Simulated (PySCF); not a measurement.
This PySCF input asks for the NMR shieldings of `CC(C)[C@@H]1P[C@@H]1C`, C₆H₁₃P; the geometry comes from GFN2-xTB.

```python
import basis_set_exchange as bse
import numpy as np
from pyscf import gto, dft
from pyscf.prop import nmr

atoms = """
C    -1.311782    1.309386    0.246436
C    -0.831855   -0.130607    0.063548
C    -2.001393   -1.048769   -0.285189
C     0.217368   -0.190285   -1.025340
P     1.315730   -1.676197   -1.220614
C     1.674979    0.095664   -0.784448
C     2.222086    0.477446    0.567408
H    -1.779011    1.671872   -0.666917
H    -0.479735    1.964981    0.490829
H    -2.041777    1.362719    1.051149
H    -0.395218   -0.474130    1.007286
H    -2.477828   -0.724424   -1.207966
H    -1.647801   -2.069213   -0.423275
H    -2.744784   -1.040593    0.508726
H    -0.157246    0.182802   -1.977413
H     1.172759   -2.081301    0.113365
H     2.159216    0.638078   -1.594508
H     2.018492    1.529117    0.769978
H     1.782110   -0.117288    1.364528
H     3.300541    0.331421    0.589685
"""
names = dict.fromkeys(["C", "P", "H"], "pcSseg-1")
basis = {el: gto.basis.parse(bse.get_basis(n, elements=[el], fmt="nwchem")) for el, n in names.items()}
mol = gto.M(atom=atoms, basis=basis, charge=0, verbose=0)
mf = dft.RKS(mol, xc="PBE0")
mf.grids.level = 2
mf.grids.alignment = dft.numint.BLKSIZE   # the property module wants whole blocks of grid points
mf.conv_tol = 1e-9
mf.kernel()

calc = nmr.RKS(mf)   # GIAO
C = mf.mo_coeff
Co = C[:, mf.mo_occ > 0]
resp = mf.gen_response(singlet=True, hermi=2)
def vind(x):   # induced exchange potential for any number of trial vectors
    d = np.einsum("pi,xij,qj->xpq", C, 2 * x.reshape(-1, C.shape[1], Co.shape[1]), Co, optimize=True)
    return np.einsum("xpq,pi,qj->xij", resp(d - d.transpose(0, 2, 1)), C, Co, optimize=True).ravel()
mo1, _ = nmr.rhf.solve_mo1(calc, with_cphf=vind)
sigma = calc.kernel(mo1)
for i, s in enumerate(sigma):   # ppm
    w = np.linalg.eigvalsh((s + s.T) / 2)
    print("%2d %-2s iso %8.1f  s11 %8.1f  s22 %8.1f  s33 %8.1f" % (i, mol.atom_pure_symbol(i), w.mean(), *w))
```

Problem. Give the expected output.

Solution. 
```
 0 C  iso    161.0  s11    146.6  s22    149.8  s33    186.5
 1 C  iso    150.8  s11    136.8  s22    150.5  s33    165.0
 2 C  iso    159.8  s11    140.0  s22    152.6  s33    186.9
 3 C  iso    150.0  s11    119.3  s22    144.9  s33    185.6
 4 P  iso    575.9  s11    378.4  s22    431.7  s33    917.6
 5 C  iso    163.5  s11    139.5  s22    162.8  s33    188.1
 6 C  iso    167.5  s11    148.8  s22    164.8  s33    188.9
 7 H  iso     30.8  s11     27.7  s22     28.3  s33     36.3
 8 H  iso     30.3  s11     24.6  s22     30.3  s33     35.9
 9 H  iso     30.5  s11     25.9  s22     27.6  s33     37.9
10 H  iso     30.6  s11     26.8  s22     30.9  s33     34.1
11 H  iso     30.7  s11     27.7  s22     28.3  s33     36.0
12 H  iso     30.3  s11     24.6  s22     30.3  s33     35.9
13 H  iso     30.5  s11     26.0  s22     27.7  s33     37.9
14 H  iso     30.6  s11     25.0  s22     28.8  s33     38.2
15 H  iso     32.6  s11     25.8  s22     29.7  s33     42.3
16 H  iso     30.2  s11     23.7  s22     26.9  s33     40.1
17 H  iso     29.7  s11     24.2  s22     27.6  s33     37.3
18 H  iso     31.0  s11     26.4  s22     30.3  s33     36.4
19 H  iso     29.7  s11     24.6  s22     27.1  s33     37.4
```

These numbers come from an equivalent density-fitted implementation of the same equations, which agrees with the script to about 0.01 ppm for H and up to a few tenths of a ppm for heavy atoms, so last digits may differ.

Size and cost of the density-fitted run: 191 basis functions, 26 s wall time on 1 thread of an Arm Neoverse V2, shared host; peak memory 0.85 GiB.
